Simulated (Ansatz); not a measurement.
Program: Ansatz. Geometries: PBE0-D4/def2-TZVP. ΔE: electronic, gas phase. CCSD(T)/CBS adds triple-zeta CCSD(T) − MP2 to the extrapolated MP2 energy (def2 sets, frozen cores). Functionals use def2-TZVPP. B3LYP here is the variant with VWN-RPA as its local correlation; programs differ in this. For Ga outer-core shells are correlated without core-valence functions, which leaves a few kJ/mol of doubt a bond. Scalar relativity is left out up to krypton. Each species was taken in one conformer, which may not be the lowest.

Consider the formal exchange of groups at the Si–O bond: `[NH2][GaH][SiH2]O` + `CC(O)O` → `[NH2][GaH][SiH3]` + `OCC(O)O`.

```json
{"level": "B3LYP-D4", "ΔE (kcal/mol)": "35.1"}
{"level": "PBE0", "ΔE (kcal/mol)": "33.6"}
{"level": "MP2/def2-TZVPP", "ΔE (kcal/mol)": "36.9"}
{"level": "SCS-MP2/def2-TZVPP", "ΔE (kcal/mol)": "36.4"}
```

Problem. What does CCSD(T)/CBS give? (Estimate.)

Solution. Computed: +35.9 kcal/mol. The listed levels differ from it by -0.8, -2.3, 1.0, 0.5 kcal/mol.

Largest T1 diagnostic among the species: 0.015.

From PBE to PBE0 (25 % exact exchange), in def2-TZVPP and without D4, ΔE moves by +0.8 kcal/mol.
